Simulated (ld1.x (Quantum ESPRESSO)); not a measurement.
## Before and after: TM potential for Au

```json
{"Element": "gold (Au)", "Generator": "ld1.x (Quantum ESPRESSO) 7.5", "Type": "norm-conserving Troullier–Martins (Kleinman–Bylander form)", "Functional": "LDA (PZ)", "Relativity": "fully relativistic", "Frozen core": "[Xe] 4f14", "Valence charge": "11", "Reference configuration": "5d10 6s1 6p0", "Partial waves": "6s (bound): rc 1.95 bohr; 6p (bound, empty): rc 3.85 bohr; 5d (bound): rc 2.15 bohr", "Local potential": "all-electron potential smoothed inside 2.95 bohr (lloc = -1)", "Core correction": "none"}
```

Open shells are filled in proportion to 2j + 1 (rel_dist='average').

All-electron outer shells of the reference configuration (LDA (PZ), scalar-relativistic, ld1.x):

```csv
shell,level (eV),outermost node (bohr),outermost maximum (bohr)
4f,-81.59,–,0.37
5p,-60.06,0.52,0.96
5d,-7.12,0.56,1.21
6s,-6.09,1.11,2.32
6p,-0.89,1.32,3.51
```

Change: wave 5d (bound): rc 2.15 bohr becomes 5d (bound): rc 1.30 bohr.

Cutoffs: the cutoffs (Ry, on a coarse ladder) from which the occupation-weighted sum of valence levels, in a spherical-Bessel basis at the reference potential, stays within 10 and 1 mRy of its value at 400 Ry; they do not see the model core or the augmentation charge, which bear on the density cutoff. Errors are all-electron minus pseudo energies relative to the spin-unpolarised reference configuration.

Question: Predict the effect on cutoff, ghosts and configuration errors.

Answer: The potential gets harder (40 Ry and 70 Ry → 60 Ry and 90 Ry); of the 7 tests that both files solve, the error grows in 1 and shrinks in 0 by more than 15 % and 0.3 meV (median size 33.1 → 34.4 meV); neither file shows a bound ghost. A smaller radius makes the pseudo-wave follow the all-electron one further in, where it bends more sharply, so more plane waves are needed.

| quantity | base | changed |
| --- | --- | --- |
| cutoff, loose | 40 Ry | 60 Ry |
| cutoff, tight | 70 Ry | 90 Ry |
| loose cutoff by channel (10 mRy a level) | s 12 Ry, d 35 Ry | s 12 Ry, d 40 Ry |
| bound ghosts | none | none |
| error for 5d10 6s0 6p0, meV [ΔE 9.79 eV] | -1.2 | -1.7 |
| error for 5d9 6s0 6p0, meV [ΔE 31.31 eV] | -38 | -37 |
| error for 5d8 6s0 6p0, meV [ΔE 65.48 eV] | -218 | -220 |
| error for 5d10 6s0.5 6p0, meV [ΔE 3.96 eV] | -0.4 | -0.5 |
| error for 5d7 6s0 6p0, meV [ΔE 113.46 eV] | -580 | -596 |
| error for 5d10 6s0 6p1, meV [ΔE 5.34 eV] | +5.6 | +5.4 |
| error for 5d9 6s1 6p1, meV [ΔE 7.47 eV] | -33 | -34 |
| s: phases at 4.21 bohr within 0.05 rad from the reference energy up to (Ry; the scan ends near 5) | 0.8 | 0.8 |
| p1/2: phases at 4.21 bohr within 0.05 rad from the reference energy up to (Ry; the scan ends near 5) | 1.0 | 1.0 |
| p3/2: phases at 4.21 bohr within 0.05 rad from the reference energy up to (Ry; the scan ends near 5) | 1.1 | 1.1 |
| d3/2: phases at 4.21 bohr within 0.05 rad from the reference energy up to (Ry; the scan ends near 5) | 0.4 | 0.4 |
| d5/2: phases at 4.21 bohr within 0.05 rad from the reference energy up to (Ry; the scan ends near 5) | 0.5 | 0.5 |
